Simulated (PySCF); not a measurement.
Species: C₅H₆NOP.
Z-matrix (Å and degrees, PBE0-D3(BJ)/def2-SVP geometry), rows numbered from 1:
```
C 
O   1  1.4123
C   2  1.3343  1  117.90
C   3  1.4116  2  115.76  1   179.94
C   4  1.3768  3  121.36  2  -179.85
P   5  1.7540  4  125.06  3    -0.05
C   6  1.7421  5   97.38  4    -0.09
N   3  1.3201  2  118.71  1    -0.08
H   1  1.1005  2  111.26  3    60.53
H   1  1.0968  2  105.91  3  -179.70
H   1  1.1004  2  111.24  3   -59.91
H   4  1.0931  3  117.22  2     0.12
H   5  1.0956  4  117.69  3   179.95
H   7  1.0998  6  116.29  5  -179.91
```

All values: PBE0/pcSseg-1 (PySCF, non-relativistic), on one gas-phase PBE0-D3(BJ)/def2-SVP geometry that isn't relaxed in the solvent. The solvent is an IEF-PCM continuum (Bondi radii, 1.10 Å for H, scaled by 1.2). Only the electrostatic response of the medium enters.

```tsv
run	E − E(gas) (kcal/mol)	HOMO (eV)	HOMO–LUMO gap (eV)	dipole (D)
gas	0.00	-6.75	5.36	1.49
P	-2.91	-6.78	5.34	1.79
Q	-1.82	-6.76	5.35	1.68
```

Problem. The runs were made in benzene and chloroform. Which run belongs to which solvent?

Solution. P = chloroform, Q = benzene. The dielectric constants are 2.271 (benzene), 4.711 (chloroform), and the energy falls further as ε rises. In this model the ground state sees the solvent through ε alone.

Problem. How constant is the ratio of the lowering to (ε − 1)/(2ε + 1)?

Solution. 
```tsv
solvent	(ε − 1)/(2ε + 1)	E − E(gas) (kcal/mol)	ratio (kcal/mol)	polarisation term (kcal/mol)
benzene	0.229	-1.82	-7.9	-1.91
chloroform	0.356	-2.91	-8.2	-3.14
```

The ratio changes by +2.7 % in size from benzene to chloroform. The polarisation term is half the interaction of the solute with the induced surface charges.

On one thread of an Arm Neoverse V2, no GPU, on a shared host, this took 17 s and 1.0 GiB of memory at its peak. This is the whole shielding run at PBE0/pcSseg-1 in chloroform, SCF included.
